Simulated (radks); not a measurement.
All-electron atom: C2+ in [He] 2s2.

Calculated with a radial shooting solver on a logarithmic mesh with Libxc functionals: non-relativistic Kohn-Sham, PBE, spin-polarised, spherical densities, point nucleus.

Energy parts (eV):
| part | energy |
|---|---|
| total | -992.157 |
| kinetic | 989.847 |
| electron-nucleus | -2190.854 |
| Hartree | 327.501 |
| exchange-correlation | -118.651 |

Orbitals (lengths in bohr, moments of r in powers of bohr; <r^-3> diverges for s and p1/2):
orbital,occ.,eigenvalue (eV),<r^-3>,<r^4>
1s,2,-308.4194,-,0.02576
2s,2,-40.3609,-,8.365

The highest occupied level is 2s at -40.361 eV. For comparison, the ionisation energy in NIST's Atomic Spectra Database is 47.888 eV (measured). In exact Kohn-Sham theory the highest level is minus the ionisation energy, but local and semilocal functionals leave it too shallow, through self-interaction and a potential that decays too fast; potentials with the right tail come closer.
